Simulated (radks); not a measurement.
Sc II, configuration [Ar] 3d0.5 4s1.5 (fractional occupations, a model configuration).

Calculated with a radial shooting solver on a logarithmic mesh with Libxc functionals: non-relativistic Kohn-Sham, PBEsol, spin-polarised, spherical densities, point nucleus; open shells are filled with parallel spins first.

Energy parts (eV):
part                      energy
total                 -20659.398
kinetic                20637.701
electron-nucleus      -48749.256
Hartree                 8471.841
exchange-correlation   -1019.685

Orbitals (lengths in bohr, moments of r in powers of bohr):
orbital  occ.  eigenvalue (eV)     <r^2>
1s up       1        -4374.990  0.007283
1s down     1        -4374.973  0.007283
2s up       1        -479.1193    0.1420
2s down     1        -478.9645    0.1419
2p up       3        -397.5857    0.1178
2p down     3        -397.4627    0.1177
3s up       1         -64.1287     1.335
3s down     1         -63.6258     1.333
3p up       3         -43.2676     1.578
3p down     3         -42.7529     1.574
3d up     0.5         -12.3992     3.219
3d down     0         -11.8166     3.186
4s up       1         -10.7589     11.96
4s down   0.5         -10.0812     12.29
4p up       0          -7.1338     17.23
4p down     0          -6.5559     18.21

The highest occupied level is 4s down at -10.081 eV. The configuration is held as typed, so some empty levels lie below it. The spin density at the nucleus is 1.659 e/bohr^3 (1s 0.017, 2s -0.107, 3s -0.001, 4s 1.751), a Fermi contact field of 87 T. Virial ratio -V/T = 2.00105. Spin moment in Bohr magnetons: 1.
